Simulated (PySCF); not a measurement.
# Cluster of thiazole and oxazole (C6H6N2OS)

A complex built from thiazole and oxazole; neutral, singlet.

```tsv
part	name	SMILES	atoms	charge	multiplicity
1	thiazole	c1cscn1	1–8	0	1
2	oxazole	c1cocn1	9–16	0	1
```

```tsv
atom	part	x (Å)	y (Å)	z (Å)
C1	1	0.733	-0.911	0.000
C2	1	-0.614	-1.088	0.000
S3	1	-1.414	0.433	0.000
C4	1	0.151	1.188	0.000
N5	1	1.143	0.379	0.000
H6	1	1.469	-1.694	0.000
H7	1	-1.174	-2.001	-0.001
H8	1	0.243	2.255	-0.001
C9	2	-0.438	1.047	3.200
C10	2	0.884	0.731	3.200
O11	2	0.988	-0.614	3.200
C12	2	-0.275	-1.052	3.200
N13	2	-1.160	-0.112	3.200
H14	2	-0.916	2.004	3.200
H15	2	1.784	1.310	3.200
H16	2	-0.464	-2.106	3.199
```

The parts are rigid, face to face. Here part 2 stands at height 3.2 Å (along z), slip 0 Å (along x) and twist 0° (about its own z axis). The slip is then varied.

Method: B3LYP-D4/def2-SVP interaction energy, counterpoise and uncorrected, gas phase (PySCF). Geometry: GFN2-xTB.

Energies in kJ/mol, cluster less frozen parts; CP is counterpoise-corrected.

| slip (Å) | CP | uncorrected | dispersion |
| --- | --- | --- | --- |
| 0 | -2.4 | -12.3 | -30.3 |
| 0.4 | -5.2 | -14.7 | -29.5 |
| 0.8 | ? | ? | ? |
| 1.2 | -9.4 | -17.4 | -25.6 |
| 1.6 | -9.1 | -16.2 | -22.8 |
| 2 | -8.0 | -14.3 | -19.6 |
| 2.6 | -6.0 | -11.6 | -14.8 |
| 3.4 | ? | ? | ? |

Problem. Fill in the withheld rows.

Solution. 
| slip (Å) | CP | uncorrected | dispersion |
| --- | --- | --- | --- |
| 0.8 | -8.0 | -16.9 | -27.9 |
| 3.4 | -3.4 | -8.0 | -9.2 |

The 8 runs took 8.9 min in all, one thread each of Arm Neoverse N1 on a shared host, launched as `OMP_NUM_THREADS=1 python cluster_run.py task.json out`.
